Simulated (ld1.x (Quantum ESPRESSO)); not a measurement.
**u(r) = r·R(r): atom against pseudo-atom (Co)**

Columns: radius, all-electron u(r) and pseudo u(r) of the 3d shell (level -6.30 eV) of cobalt in the configuration [Ne] 3s2 3p6 3d7.5 4s1.5 4p0; LDA (PZ), scalar-relativistic, PAW scheme, ld1.x (Quantum ESPRESSO) 7.5.

```tsv
r (bohr)	all-electron	pseudo
0.095	0.0708	0.0009
0.190	0.2867	0.0074
0.285	0.5281	0.0240
0.380	0.7209	0.0540
0.475	0.8463	0.0986
0.570	0.9110	0.1567
0.665	0.9301	0.2254
0.760	0.9182	0.2998
0.855	0.8874	0.3744
0.950	0.8457	0.4433
1.045	0.7987	0.5012
1.140	0.7497	0.5440
1.235	0.7010	0.5697
1.330	0.6538	0.5778
1.425	0.6087	0.5703
1.520	0.5662	0.5501
1.615	0.5264	0.5214
1.710	0.4893	0.4884
1.805	0.4547	0.4547
1.900	0.4227	0.4227
1.995	0.3930	0.3930
2.090	0.3655	0.3655
2.185	0.3401	0.3401
2.280	0.3165	0.3165
2.375	0.2946	0.2946
2.470	0.2744	0.2744
```

(1) How many radial nodes do the two functions have?

(2) At about which radius was the pseudo-wave matched?

(3) Is the pseudo-wave norm-conserving?

Results:

(1) The all-electron 3d function has n − l − 1 = 0; the pseudo-wave has 0.

(2) 1.90 bohr, where the columns begin to agree (steps of 0.10 bohr).

(3) No, it belongs to a PAW set: the norm inside the radius is not constrained, and the difference is carried by the augmentation charge.
